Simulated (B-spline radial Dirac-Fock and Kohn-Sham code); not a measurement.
How the levels of tungsten move as electrons are removed

Level of theory: multi-electron Dirac-Fock with separately optimised hole states, Breit and Lamb-shift corrections added in first order; an atomic code on a B-spline grid. Each ion is free and in its tabulated ground configuration. No correlation.

Reference: W¹¹⁺, [Kr] 4d10 4f13 5s2 5p2, with K 69742.3 eV, M2 2794.6 eV, M4 2088.9 eV, N3 641.8 eV, O1 265.0 eV, Kα1 (K-L3) 59316.9 eV, Kβ1 (K-M3) 67240.7 eV, Lα1 (L3-M5) 8399.0 eV. Shifts from it, in eV (a dash: the subshell is empty, belongs to an open shell averaged over j, or its hole state is left out as unreliable):

```csv
ion,configuration,K,M2,M4,N3,O1,Kα1,Kβ1,Lα1
W¹²⁺,[Kr] 4d10 4f14 5s2,+18.0,+12.4,+12.8,+14.2,+13.9,+2.84,+5.78,+2.45
W¹³⁺,[Kr] 4d10 4f13 5s2,+55.4,+51.5,+51.8,+49.7,+40.1,+2.05,+4.02,+1.60
W¹⁴⁺,[Kr] 4d10 4f12 5s2,+94.6,+92.5,+92.7,+86.6,+67.0,+1.18,+2.18,+0.74
W¹⁵⁺,[Kr] 4d10 4f11 5s2,+135.4,+135.3,+135.3,+124.6,+94.7,+0.24,+0.26,-0.13
```

Over this range K (1s) moves by +135.4 eV and Kα1 by +0.2 eV: a line is a difference of two levels that shift in the same direction.

Values without a named source are computed, but for edge energies of neutral atoms, which are taken from tables.
